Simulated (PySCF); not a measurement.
# `C#C[P@](C)(=N)CC(C)=O`, C6H10NOP

Geometry:
```
atom   x (Å)   y (Å)   z (Å)
  C1  -1.610   2.890   1.525
  C2  -1.198   1.844   1.097
  P3  -0.530   0.223   0.751
  C4  -1.996  -0.608   0.018
  N5   0.321  -0.480   1.849
  C6   0.596   0.563  -0.653
  C7   1.092  -0.799  -1.070
  C8   2.378  -1.212  -0.429
  O9   0.452  -1.498  -1.817
 H10  -1.985   3.822   1.839
 H11  -2.726  -0.787   0.807
 H12  -1.669  -1.563  -0.394
 H13  -2.446  -0.001  -0.764
 H14  -0.170  -0.741   2.691
 H15   1.395   1.210  -0.291
 H16   0.027   1.045  -1.451
 H17   3.173  -0.519  -0.700
 H18   2.650  -2.221  -0.727
 H19   2.236  -1.161   0.651
```

Computed with GIAO HF/pcSseg-1 magnetisability, rotational g tensor and spin-rotation constants, non-relativistic, gas phase (PySCF 2.14.0). Geometry: GFN2-xTB.

Task: Give the nuclear spin-rotation constants along the inertial axes (H = +C I·J) beside the isotropic shieldings.

Result: Rotational constants 2.4785, 0.9124, 0.8571 GHz. A star marks the isotopologue with that one atom substituted, in its own axes.
| atom | isotope | Caa (kHz) | Cbb (kHz) | Ccc (kHz) | mean (kHz) | σ (ppm) |
| --- | --- | --- | --- | --- | --- | --- |
| P3 | 31P | 3.967 | 1.205 | 1.159 | 2.111 | 381.3 |
| N5 | 14N | 0.057 | 0.035 | 0.051 | 0.048 | 235.2 |
| H10 | 1H | 0.019 | -0.104 | -0.088 | -0.058 | 29.3 |
| H11 | 1H | -0.164 | -0.092 | -0.037 | -0.098 | 30.7 |
| H12 | 1H | -0.023 | -0.079 | -0.086 | -0.063 | 30.0 |
| H13 | 1H | -0.297 | -0.050 | -0.035 | -0.127 | 31.0 |
| H14 | 1H | -0.252 | -0.117 | -0.009 | -0.126 | 31.9 |
| H15 | 1H | -0.257 | 0.012 | -0.078 | -0.108 | 28.9 |
| H16 | 1H | -0.256 | -0.060 | -0.028 | -0.115 | 30.0 |
| H17 | 1H | -0.285 | -0.041 | -0.030 | -0.119 | 30.2 |
| H18 | 1H | 0.018 | -0.099 | -0.074 | -0.052 | 30.0 |
| H19 | 1H | -0.158 | -0.042 | -0.034 | -0.078 | 27.8 |
| C1 | 13C* | 0.330 | 0.317 | 0.253 | 0.300 | 89.4 |
| C2 | 13C* | 0.034 | 0.314 | 0.286 | 0.211 | 109.5 |
| C4 | 13C* | 0.372 | 0.109 | 0.116 | 0.199 | 172.3 |
| C6 | 13C* | 0.384 | 0.168 | 0.147 | 0.233 | 149.4 |
| C7 | 13C* | 1.279 | 0.445 | 0.230 | 0.651 | -18.5 |
| C8 | 13C* | 0.360 | 0.145 | 0.139 | 0.215 | 158.8 |
| O9 | 17O* | -1.539 | -0.887 | -0.132 | -0.853 | -315.4 |

For the geometry as given, no vibrational averaging.
